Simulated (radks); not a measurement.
Values are calculated unless marked as measured or tabulated.
Question: Ionisation of the lutetium ion Lu2+, [Xe] 4f14 6s1, to Lu3+, [Xe] 4f14, under several functionals. Dirac Kohn-Sham, spin-unpolarised, spherical densities, finite nucleus; a radial shooting solver on a logarithmic mesh with Libxc functionals. Known Delta-SCF values: exchange-only LDA 20.287 eV; revPBE 20.913 eV. What does XLYP give, and what is its highest occupied eigenvalue?

Answer: 21.369 eV by Delta-SCF; the 6s1/2 eigenvalue is -17.719 eV. NIST: 20.959 eV (measured).

Beside tabulated values, note that spin-unpolarised runs miss the spin-polarisation part of the exchange energy of open shells.
